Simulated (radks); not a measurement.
Computed order of ionisation of iridium. At each step one electron was removed from each of the four highest sub-shells of the ion before, moves of one valence electron (up to charge 6) and the configuration listed by NIST were tried, and the lowest configuration was kept. Calculated with a radial shooting solver on a logarithmic mesh with Libxc functionals: Dirac Kohn-Sham, PBE, spin-unpolarised, spherical densities, finite nucleus; Fermi nuclear charge, rms radius of each element as measured or else 0.836 A^(1/3) + 0.57 fm. Sub-shells are occupied by j as written (lower j first in brackets).

species             lowest configuration found                                     NIST configuration  margin to the next tried (eV)  IE (eV)  NIST IE (eV)       kind
Ir            [Xe] 4f14 5d(3/2: 4, 5/2: 3) 6s2                                                   same                          0.199    9.139         8.967       exp.
Ir+               [Xe] 4f14 5d(3/2: 4, 5/2: 4)  [Xe] 4f14 5d(3/2: 4, 5/2: 3) 6s1 lies 0.694 eV higher                          0.694   18.100          17.0  semi-emp.
Ir2+              [Xe] 4f14 5d(3/2: 4, 5/2: 3)                                                   same                          1.313   29.797            28     theory
Ir3+              [Xe] 4f14 5d(3/2: 4, 5/2: 2)                                                   same                          1.445   42.701            40     theory
Ir4+              [Xe] 4f14 5d(3/2: 4, 5/2: 1)                                                   same                          1.582   56.607            57     theory
Ir5+              [Xe] 4f14 5d(3/2: 4, 5/2: 0)                                                   same                          1.722   73.241            72     theory
Ir6+              [Xe] 4f14 5d(3/2: 3, 5/2: 0)                                                   same                         16.203   89.065            89     theory
Ir7+              [Xe] 4f14 5d(3/2: 2, 5/2: 0)                                                   same                         49.188   105.58           105     theory
Ir8+              [Xe] 4f14 5d(3/2: 1, 5/2: 0)                                                   same                         50.377   122.71           123  semi-emp.
Ir9+                                 [Xe] 4f14                                                   same                         51.562   193.15           195  semi-emp.
Ir10+    [Kr] 4d10 4f14 5s2 5p(1/2: 2, 3/2: 3)                                                   same                         16.440   213.92           217     theory
Ir11+    [Kr] 4d10 4f14 5s2 5p(1/2: 2, 3/2: 2)                                                   same                         17.049   235.08           240     theory
Ir12+    [Kr] 4d10 4f14 5s2 5p(1/2: 2, 3/2: 1)                                                   same                         17.669   256.59           264     theory
Ir13+    [Kr] 4d10 4f14 5s2 5p(1/2: 2, 3/2: 0)                                                   same                         18.301   297.38           303     theory

Reference values: NIST Atomic Spectra Database (exp. = measured, semi-emp. = semi-empirical, theory = theoretical value adopted there). Spin polarisation and multiplet splitting are left out, so open shells lie too high by an amount that depends on their filling.

Beside tabulated values, note that spin-unpolarised runs miss the spin-polarisation part of the exchange energy of open shells.
